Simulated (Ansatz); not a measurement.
Job for Ansatz (a quantum-chemistry and plane-wave program): R-PBE0/def2-TZVPPD on GeH4 (SMILES [GeH4]) with ghost functions, monomers drawn apart or pushed together. Files ending in .json are basis or fitting sets from the Basis Set Exchange.

Ansatz 0.2 input:
```yaml
crystal:
  periodic: [false, false, false]
  atoms:
    - {symbol: Ge, position_ang: [-0.07464688, 0.07255806, 3.39366895]}
    - {symbol: H, position_ang: [1.12564801, 0.80362334, 2.77462275]}
    - {symbol: H, position_ang: [-0.24678767, 0.52466217, 4.85295756]}
    - {symbol: H, position_ang: [0.16553213, -1.44240073, 3.35104373]}
    - {symbol: H, position_ang: [-1.34539885, 0.41669538, 2.60300930]}
basis:
  gaussian:
    orbitals: def2-TZVPPD.json
    ghost_atoms:
      - {symbol: C, position_ang: [0.24740009, -0.55475324, 0.16938191]}
      - {symbol: O, position_ang: [0.25438942, -0.13741069, -0.87495369]}
hamiltonian:
  xc: {name: PBE0}
scf: {lower_state_search: off}
```

The head of its log:

```
WARN ansatz: RAYON_NUM_THREADS=2 ignored (pool sized by the plan → 2); use --threads N
Functional definition: PBE0
these checks for a lower state are left out or cut short: stability, starts, cluster_reference, orbital_swaps, neighbouring_geometries, increment
integrals: 0.10 GiB planned
1000 factors; their error is unknown
mean field: 0.88 GiB planned
mean field evaluation 1: about -56575.2430 eV, gradient 1.6e1 eV
mean field evaluation 2: about -56575.3800 eV, gradient 1.5e1 eV
```

Question: What total energy does the run end on?

Answer: -2079.1197 hartree.
